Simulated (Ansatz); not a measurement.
CaO, singlet, geometry from GFN2-xTB (such geometries of metal compounds can be far from the true shape); SVWN5/cc-pVTZ in Ansatz (a program for electronic structure).

Here is a job for Ansatz.
Ansatz 0.2 input:
```yaml
crystal:
  periodic: [false, false, false]
  atoms:
    - {symbol: Ca, position_ang: [-0.00000000, -0.00000000, -0.52724852]}
    - {symbol: O, position_ang: [0.00000000, 0.00000000, 1.31812130]}
basis:
  gaussian:
    orbitals: cc-pVTZ
hamiltonian:
  xc: {name: SVWN5}
```

Question: Predict the main parts of the log of this Ansatz run.

Answer: 
```
Functional definition: SVWN5
516 factors; their error is unknown
mean field evaluation 1: about -20405.0527 eV, gradient 9.2e1 eV
mean field evaluation 2: about -20137.9060 eV, gradient 2.3e2 eV
mean field evaluation 4: about -20409.5338 eV, gradient 7.7e1 eV
mean field evaluation 8: about -20421.5163 eV, gradient 1.3e0 eV
mean field evaluation 16: about -20421.5129 eV, gradient 3.8e-5 eV
mean field evaluation 32: about -20421.3234 eV, gradient 7.2e0 eV
mean field -20421.51291852 eV, -750.4767575568 hartree, gradient 3.8e-5 eV, S^2 0.000000; 1 other end points of the search recorded, 0 dependent functions left out
reference -20421.51295872 eV, -750.4767590344 hartree; 14, 14 occupied and 59, 59 virtual orbitals, 516 factors
Total energy: -20421.51295872 eV, -750.4767590344 hartree
```
